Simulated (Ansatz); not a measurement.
Species: CH₂NS, charge 0, multiplicity 2. It need not be the lowest isomer of its formula. 
Geometry from a B3LYP-D3(BJ)/def2-TZVP (Ansatz, an electronic-structure program) optimisation:
```
N
H 1 1.0071
C 1 1.3129 2 120.60
H 1 1.0157 2 117.02 3 180.00
S 3 1.5929 1 136.94 2 180.00
```
Charge 0, spin multiplicity 2.

Quantity: vertical ionisation energy (to the singlet state of charge +1; each state is the SCF solution reached for its spin; for the singlet the Hartree-Fock reference is unstable and T1 is 0.022), in eV. Cores are frozen in the correlated levels unless marked. Open shells are spin-unrestricted. Spin-orbit coupling is left out. Non-relativistic. Basis-set limits of correlation are two-point, X^-3; Hartree-Fock from the larger set. The bracket is a focal-point correction in the basis named.

```json
[
 {"level": "HF/aug-cc-pV(T+d)Z", "program": "Ansatz", "vertical ionisation energy (eV)": "7.99"},
 {"level": "HF/aug-cc-pV(Q+d)Z", "program": "Ansatz", "vertical ionisation energy (eV)": "7.99"}
]
```

**Question.** Predict the RI-MP2/CBS(aug-cc-pV(T+d)Z,aug-cc-pV(Q+d)Z)+[CCSD(T)-MP2]/aug-cc-pV(T+d)Z result (Ansatz).

**Answer.** 7.81 eV, so HF/aug-cc-pV(Q+d)Z differs from it by 0.18 eV.
